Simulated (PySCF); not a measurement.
Bonds (- single, = double, # triple, : aromatic): B1-O2 1.489 Å, O2-C3 1.361 Å, C3-C4 1.523 Å. B1 carries H5, H6, H7; C3 carries H8, H9; C4 carries H10, H11, H12. Formal charges: B1 -1.

Total charge -1.

Geometry: PBE0-D3(BJ)/def2-SVP; GIAO absolute shieldings from PySCF 2.14, gas phase, non-relativistic, averaged over equivalent atoms.

At PBE0/pcSseg-1 (108 basis functions, 6.9 s wall time on 1 thread of an Arm Neoverse V1, shared host):
| atoms | σ (ppm) |
| --- | --- |
| B1 | 115.3 |
| O2 | 291.1 |
| C3 | 116.4 |
| C4 | 161.0 |
| H8/H9 | 28.10 |
| H5/H6/H7 | 28.71 |
| H10/H11/H12 | 30.49 |

**Question.** Estimate the result of repeating the calculation with PBE/pcSseg-2.

**Answer.** 
```
      atoms  σ at PBE/pcSseg-2  change
         B1              108.0    -7.3
         O2              261.0   -30.1
         C3              104.7   -11.7
         C4              155.7    -5.3
      H8/H9              27.69   -0.41
   H5/H6/H7              28.30   -0.41
H10/H11/H12              30.28   -0.21
```

The largest change is at O2 (oxygen bonded to C, B). Cost: 256 basis functions, 36 s wall time on 1 thread of an Arm Neoverse V1, shared host.
